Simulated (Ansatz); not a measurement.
Computed with frozen-core CCSD(T)/cc-pVQZ // r2SCAN-D4/def2-TZVP in Ansatz (a program for electronic structure). The restricted HF reference is unstable towards unrestricted orbitals.

Ansatz 0.2 input:
```yaml
crystal:
  periodic: [false, false, false]
  atoms:
    - { symbol: B, position_ang: [2.038589, -0.038596, 0.246527] }
    - { symbol: Si, position_ang: [0.360982, 0.635771, -0.002558] }
    - { symbol: C, position_ang: [-1.195566, -0.399886, -0.141879] }
    - { symbol: H, position_ang: [3.137051, -0.460042, 0.327309] }
    - { symbol: H, position_ang: [0.195171, 2.10524, 0.084298] }
    - { symbol: H, position_ang: [-0.938882, -1.459645, -0.171618] }
    - { symbol: H, position_ang: [-1.854243, -0.228642, 0.71216] }
    - { symbol: H, position_ang: [-1.743102, -0.154201, -1.054239] }
basis:
  gaussian: { orbitals: cc-pVQZ }
correlation:
  method: ccsd_t
```

Output:

```
Functional definition: HF
1856 factors; integrals over basis functions are off by at most 1.0e-3 eV
mean field evaluation 1: about -9639.5653 eV, gradient 2.5e1 eV
mean field evaluation 2: about -9639.5668 eV, gradient 2.5e1 eV
mean field evaluation 4: about -9641.6986 eV, gradient 3.0e0 eV
mean field evaluation 8: about -9641.7476 eV, gradient 1.9e-1 eV
mean field evaluation 16: about -9641.7448 eV, gradient 5.2e-1 eV
mean field evaluation 32: about -9638.5509 eV, gradient 2.2e-3 eV
mean field -9641.74816339 eV, -354.3277095929 hartree, gradient 5.5e-6 eV, S^2 0.000000; 1 other end points of the search recorded, 0 dependent functions left out; unrestricted orbitals would lower it
determinant -9641.74816339 eV, -354.3277095929 hartree, with singles and doubles -9654.40664848 eV, -354.7929003399 hartree
determinant -9638.55094700 eV, -354.2102140579 hartree, with singles and doubles -9651.02215809 eV, -354.6685226121 hartree
7 core orbitals not correlated
reference -9641.74816339 eV, -354.3277095929 hartree; 8, 8 occupied and 304, 304 virtual orbitals, 1856 factors
second order -11.18424817 eV of doubles, -0.00000000 eV of singles
cycle   1  -12.21795028 eV  change    -1.1e0 eV  update   3.0e-2
cycle   2  -12.26418481 eV  change   -4.6e-2 eV  update   6.3e-3
cycle   3  -12.26144355 eV  change    2.7e-3 eV  update   2.4e-3
cycle   4  -12.26193481 eV  change   -4.9e-4 eV  update   7.3e-4
cycle   5  -12.26201589 eV  change   -8.1e-5 eV  update   3.3e-4
cycle   6  -12.26212024 eV  change   -1.0e-4 eV  update   1.3e-4
cycle   7  -12.26219017 eV  change   -7.0e-5 eV  update   6.5e-5
cycle   8  -12.26220764 eV  change   -1.7e-5 eV  update   2.1e-5
cycle   9  -12.26219961 eV  change    8.0e-6 eV  update   1.0e-5
perturbative correction -0.55025783 eV, -0.0202216022 hartree
Total energy: -9654.56062083 eV, -354.7985587191 hartree
```

Cost: around 20 core-minutes (rough).
